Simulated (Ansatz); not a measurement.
The B1–I4 bond of BH2I (SMILES BI) is stretched (multiplicity 1, the rest rigid).
Geometry at rest (charge 0, multiplicity 1):
```xyz
4

B     -1.0069    -1.5282     0.2633
H     -0.6251    -2.3051     1.0692
H     -1.9865    -1.6589    -0.3861
I      0.1443     0.2190    -0.0377
```

Frozen-core correlation. Filled d and f shells under p-block atoms count as core.

Programs: Ansatz (a first-principles code) with Gaussian orbitals. Values without a source in brackets are computed. In def2 rows elements past Kr take small-core potentials, without spin–orbit coupling.

FIC-MRCISD+Q on CASSCF(6,4)/def2-TZVPP, total energies (hartree):

| R (Å) | CASSCF | MRCISD | weight c² of the reference |
|---|---|---|---|
| 2.114 | -322.535958 | -322.774742 | 0.90041 |
| 3.699 | -322.430328 | -322.652399 | 0.90299 |
| 6.764 | -322.413647 | -322.632680 | 0.90485 |

Problem. Add the Davidson correction (E_MRCISD − E_CASSCF)(1 − c²)/c² and give the energies above the first point at the three levels.

Solution. 
Corrections (hartree): -0.026410, -0.023856, -0.023033. Above the first point (kcal/mol):
- R = 3.699 Å: CASSCF 66.3, MRCISD 76.8, with the correction 78.4
- R = 6.764 Å: CASSCF 76.8, MRCISD 89.1, with the correction 91.3

Doubts at one or more of the structures used: active orbitals that take no part (FIC-MRCISD+Q on CASSCF(6,4)/def2-TZVPP).
